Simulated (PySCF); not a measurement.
CH8N2Si.
Atom-mapped SMILES: `[CH3:1][NH:2][SiH2:3][NH2:4]` (hydrogens: H5, H6, H7 on C1; H8 on N2; H9, H10 on Si3; H11, H12 on N4)

Level of theory: EOM-IP-CCSD/aug-cc-pVDZ in PySCF, restricted Hartree–Fock reference, frozen core, non-relativistic, gas phase, PBE0-D3(BJ)/def2-SVP geometry.

Hartree–Fock orbital energies give these Koopmans values (eV): HOMO 9.92, HOMO-1 10.87, HOMO-2 12.77, HOMO-3 13.49, HOMO-4 14.50, HOMO-5 15.38, HOMO-6 15.92, HOMO-7 17.35.

Q: What vertical ionisation energies does EOM-IP-CCSD give?

A: 
```csv
leading hole (HF orbital),Koopmans (eV),EOM-IP-CCSD (eV),change (eV),one-hole share
HOMO,9.92,8.76,-1.16,0.95
HOMO-1,10.87,9.72,-1.15,0.95
HOMO-2,12.77,11.99,-0.78,0.95
HOMO-3,13.49,12.52,-0.97,0.95
HOMO-4,14.50,13.43,-1.07,0.94
HOMO-5,15.38,14.21,-1.17,0.95
HOMO-6,15.92,14.74,-1.18,0.95
HOMO-7,17.35,16.03,-1.32,0.94
```

Q: Does the order of the lines follow the orbital energies?

A: Yes, no two lines change places. The corrections run from -1.32 to -0.78 eV, with a mean of -1.10 eV over the 8 lines; no line lies above its Koopmans value.

Q: At what kinetic energies would He I light (21.22 eV) eject these electrons?

A: 12.46 eV (HOMO), 11.50 eV (HOMO-1), 9.23 eV (HOMO-2), 8.70 eV (HOMO-3), 7.79 eV (HOMO-4), 7.01 eV (HOMO-5), 6.48 eV (HOMO-6), 5.19 eV (HOMO-7).

One root was sought for each valence orbital with −ε under 21 eV, eight at most, so deeper holes and satellites are missing; no vibrational structure.

The values belong to the conformer `[CH3:1][NH:2][SiH2:3][NH2:4]`: C1–N2–Si3–N4 -153°, H–N4–Si3–N2 -150°, H–N4–Si3–N2 62°.
